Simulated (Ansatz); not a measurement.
SiHBr₃⁺. The state is a doublet with charge 1. Geometry r2SCAN-D4/def2-SVP, that of the neutral singlet; atoms count from 1.

Cartesian coordinates in Å:
```
Si -0.014 0.032 0.132
H -0.172 0.370 1.562
Br -1.801 -1.087 -0.543
Br 1.797 -1.216 -0.117
Br 0.191 1.902 -1.034
```

Q: Estimate the Mulliken populations from the PBE0/def2-TZVP orbitals of Ansatz.

A: 
```csv
atom,charge (e),spin (α − β)
Si1,0.41,-0.09
H2,0.11,0.00
Br3,0.16,0.36
Br4,0.16,0.36
Br5,0.16,0.36
```
Mulliken values depend strongly on the basis.

Q: Where does the spin sit?

A: Summed by element: Si -0.09, H 0.00, Br 1.09, of 1 unpaired in all. Largest on single atoms: Br3 0.36, Br4 0.36, Br5 0.36.

Q: And the Mayer bond orders between heavy atoms (over 0.3)?

A: Si1–Br3 1.18 (2.21 Å); Si1–Br4 1.18 (2.21 Å); Si1–Br5 1.18 (2.21 Å).
